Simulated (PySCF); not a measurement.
Field gradients at the hydrogen positions

C8H12.
Z-matrix (Å and degrees, PBE0-D3(BJ)/def2-SVP geometry), rows numbered from 1:
```
C 
C   1  1.3379
C   2  1.5038  1  126.73
C   3  1.5497  2  114.03  1   -70.60
C   4  1.5037  3  114.02  2    98.31
C   5  1.3379  4  126.72  3   -70.61
C   6  1.5038  5  126.58  4     0.00
C   1  1.5037  2  126.58  3    -0.01
H   1  1.0961  2  117.18  3   178.17
H   2  1.0960  1  117.10  3  -178.20
H   3  1.1003  2  108.48  1   167.69
H   3  1.1039  2  110.23  1    51.90
H   4  1.1003  3  109.03  2  -140.31
H   4  1.1039  3  108.66  2   -25.07
H   5  1.0961  4  116.15  3   107.59
H   6  1.0961  5  117.18  4   178.19
H   7  1.1003  6  108.45  5  -167.69
H   7  1.1040  6  110.25  5   -51.90
H   8  1.1039  1  110.26  2   -51.94
H   8  1.1003  1  108.44  2  -167.72
```

Level: PBE0/pcSseg-1 (PySCF, non-relativistic); Q(2H) = 0.00286 b; rigid geometry, the same for H and D, with no vibrational averaging.

Task: Give the electric field gradient Vzz (the principal value of largest size), its asymmetry and the 2H coupling at each hydrogen.

Result: 
| atom | bonded to | bond length (Å) | Vzz (au) | η | χzz (kHz) |
| --- | --- | --- | --- | --- | --- |
| H9 | C1 | 1.096 | 0.3006 | 0.08 | 202 |
| H10 | C2 | 1.096 | 0.3008 | 0.08 | 202 |
| H11 | C3 | 1.100 | 0.2887 | 0.03 | 194 |
| H12 | C3 | 1.104 | 0.2831 | 0.02 | 190 |
| H13 | C4 | 1.100 | 0.2887 | 0.03 | 194 |
| H14 | C4 | 1.104 | 0.2831 | 0.02 | 190 |
| H15 | C5 | 1.096 | 0.3008 | 0.08 | 202 |
| H16 | C6 | 1.096 | 0.3006 | 0.08 | 202 |
| H17 | C7 | 1.100 | 0.2888 | 0.03 | 194 |
| H18 | C7 | 1.104 | 0.2831 | 0.02 | 190 |
| H19 | C8 | 1.104 | 0.2831 | 0.02 | 190 |
| H20 | C8 | 1.100 | 0.2887 | 0.03 | 194 |

Task: Give the 2H NMR doublet splittings at H17 for a magnetic field along the z, y and x axes of the gradient: 3χ/2, 3χ(1 + η)/4, 3χ(1 − η)/4.

Result: With |χ| = 194.0 kHz and η = 0.032: 291, 150 and 141 kHz, to first order and without motion.

Isolated species at its PBE0-D3(BJ)/def2-SVP geometry (one conformer only). These gradients aren't converged with respect to the basis.
